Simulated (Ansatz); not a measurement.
`Cl[SiH2][SiH2][GeH3]` + `O[SiH3]` → `[SiH3][O][GeH3]` + `[SiH3][SiH2]Cl`  (cleavage of the Ge–Si bond)

Isolated molecules relaxed with PBE0-D4/def2-TZVP in Ansatz; ΔE leaves out vibrations. CCSD(T)/CBS adds triple-zeta CCSD(T) − MP2 to the extrapolated MP2 energy (def2 sets, frozen cores). DFT in def2-TZVPP. For Ge outer-core shells are correlated without core-valence functions, which leaves a few kJ/mol of doubt a bond. Scalar relativity is left out up to krypton. One conformer a species, not always the lowest.

```json
{"level": "PBE", "ΔE (eV)": "0.04"}
{"level": "r2SCAN", "ΔE (eV)": "-0.07"}
{"level": "MP2/def2-TZVPP", "ΔE (eV)": "-0.16"}
{"level": "SCS-MP2/def2-TZVPP", "ΔE (eV)": "-0.25"}
{"level": "HF/def2-QZVPP", "ΔE (eV)": "-0.45"}
{"level": "MP2/def2-QZVPP", "ΔE (eV)": "-0.14"}
{"level": "SCS-MP2/def2-QZVPP", "ΔE (eV)": "-0.24"}
{"level": "MP2/CBS(def2)", "ΔE (eV)": "-0.11"}
```

(1) What does CCSD(T)/CBS give? (An estimate is asked.)

Largest T1 diagnostic among the species: 0.012.

## Answers

(1) Computed: -0.10 eV. The listed levels differ from it by 0.14, 0.03, -0.06, -0.15, -0.35, -0.04, -0.14, -0.01 eV.

From PBE to PBE0 (25 % exact exchange), in def2-TZVPP and without D4, ΔE moves by −0.04 eV. The D4 term adds +0.04 eV with B3LYP and +0.02 eV with PBE0; it sums over pairs of atoms, weighted by their polarisabilities, and B3LYP, whose exchange is more repulsive, gets the larger term. In def2-TZVPP, CCSD(T) changes the Hartree–Fock value by +0.27 eV (the triples alone add +0.03 eV) and MP2 by +0.26 eV.

B3LYP here is the variant with VWN-RPA as its local correlation; programs differ in this.
